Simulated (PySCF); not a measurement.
SMILES N#C[SiH2]c1cccs1 (GFN2-xTB optimised geometry):

```
13

N      0.106    -3.602     0.000
C     -0.569    -2.677     0.000
Si    -1.683    -1.177    -0.001
C     -0.498     0.270     0.000
C      0.868     0.270     0.000
C      1.434     1.562     0.000
C      0.491     2.539     0.000
S     -1.101     1.901     0.000
H     -2.490    -1.227    -1.222
H     -2.492    -1.227     1.219
H      1.448    -0.636     0.000
H      2.492     1.752     0.000
H      0.630     3.602     0.000
```

Computed with CAM-B3LYP/def2-TZVP (PySCF).

Question: What are the frontier orbital energies and the dipole moment?

Answer: HOMO-2 -11.14 eV, HOMO-1 -8.92 eV, HOMO -8.60 eV, LUMO -0.16 eV, LUMO+1 0.46 eV; dipole moment 3.70 D.

On the same geometry PBE/def2-TZVP in PySCF gives HOMO-2 -8.41 eV, HOMO-1 -6.67 eV, HOMO -6.37 eV, LUMO -2.08 eV, LUMO+1 -1.60 eV; dipole moment 3.65 D.

Meta-Löwdin charges at CAM-B3LYP/def2-TZVP: N1 -0.18, C2 -0.15, Si3 0.68, C4 -0.38, C5 -0.12, C6 -0.15, C7 -0.25, S8 0.29, H9 -0.08, H10 -0.08, H11 0.14, H12 0.13, H13 0.14.
